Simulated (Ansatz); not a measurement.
# Reading a saddle point

A first-order saddle point of AlH5SO3, singlet, PBE0-D4/def2-TZVP, with one imaginary mode of 782i cm⁻¹:

Al1  (0.044, -0.353, 0.198)
S2  (0.861, 1.111, -1.535)
O3  (1.208, -0.675, 1.398)
O4  (-0.858, -1.527, -0.637)
H5  (-0.077, 1.613, -0.424)
O6  (-0.813, 1.162, 0.660)
H7  (-0.163, 0.791, -2.345)
H8  (1.765, -1.450, 1.394)
H9  (-1.339, -2.238, -0.219)
H10  (-0.627, 1.567, 1.511)
(Å)

Computed with Ansatz 0.2.0 (basis: def2-TZVPP and def2-QZVPP); correlated methods freeze the cores. Extrapolation: Hartree–Fock as exp(−7.88 √X), correlation as X^−2.97.

Problem. Which contacts change along the imaginary mode, and what lies on either side? (Judge from chemistry; the calculation decides.)

Solution. The calculation gives: The step is AlH₃SO₂ ([OH][Al]([OH])[SH]) + H₂O → AlH₃O₃ ([OH][Al]([OH])[OH]) + H₂S (still joined by a long Al–S bond), with the molecules in contact on both sides. Shortening one way: Al1–O6, S2–H5; lengthening the same way: Al1–S2, H5–O6.
```json
{"pair": "Al1–O6", "one side (Å)": "1.97", "saddle (Å)": "1.80", "other side (Å)": "1.71"}
{"pair": "S2–H5", "one side (Å)": "2.92", "saddle (Å)": "1.54", "other side (Å)": "1.34"}
{"pair": "Al1–S2", "one side (Å)": "2.22", "saddle (Å)": "2.41", "other side (Å)": "2.53"}
{"pair": "H5–O6", "one side (Å)": "0.97", "saddle (Å)": "1.39", "other side (Å)": "3.29"}
```

Problem. Which side is lower, and how far does the saddle lie above each? (To be estimated.)

Solution. The calculation gives: The side with Al1–S2, H5–O6 short is lower by 25.5 kJ/mol; the saddle lies 69.9 kJ/mol above it and 44.4 kJ/mol above the other (CCSD(T) at an estimated basis limit (MP2 extrapolated from triple and quadruple zeta, plus CCSD(T) − MP2 in triple zeta); electronic energies).

The T1 diagnostic stays at or below 0.013.

Labels in which every atom is bracketed show which atoms are joined, not bond orders.

For scale, one of the runs: CCSD(T)/def2-TZVPP, 247 basis functions, launched by `ansatz run in.yaml --threads 4 --pin off --events-out ev --progress --plain --max-ram 9574MiB`. Time: 2.8 min of wall clock on 4 CPU threads of an Arm Neoverse V1; the host was shared. Peak host memory: 5.1 GiB.
